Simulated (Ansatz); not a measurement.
Reaction (redistribution): `FC([SiH3])[SiH2]S` + `OBOCF` → `FCOB[SiH2]S` + `OC(F)[SiH3]`

Program: Ansatz. Geometries: PBE0-D4/def2-TZVP. ΔE: electronic, gas phase. CCSD(T)/CBS adds triple-zeta CCSD(T) − MP2 to the extrapolated MP2 energy (def2 sets, frozen cores). Functionals use def2-TZVPP. B3LYP here is the variant with VWN-RPA as its local correlation; programs differ in this. Each species was taken in one conformer, which may not be the lowest.

```csv
level,ΔE (kcal/mol),difference from CCSD(T)/CBS
PBE-D4,46.9,-3.2
B3LYP-D4,49.6,-0.5
B2PLYP,49.9,-0.2
PBE0,47.7,-2.4
B3LYP,48.4,-1.7
HF/def2-TZVPP,49.7,-0.4
MP2/def2-TZVPP,52.1,2.0
SCS-MP2/def2-TZVPP,50.7,0.6
HF/def2-QZVPP,49.9,-0.2
CCSD/CBS(def2),50.2,0.1
CCSD(T)/CBS,50.1,0
```

Largest T1 diagnostic among the species: 0.013.

From PBE to PBE0 (25 % exact exchange), in def2-TZVPP and without D4, ΔE moves by +1.5 kcal/mol. The D4 term adds +1.2 kcal/mol with B3LYP and +0.6 kcal/mol with PBE0; it sums over pairs of atoms, weighted by their polarisabilities, and B3LYP, whose exchange is more repulsive, gets the larger term.
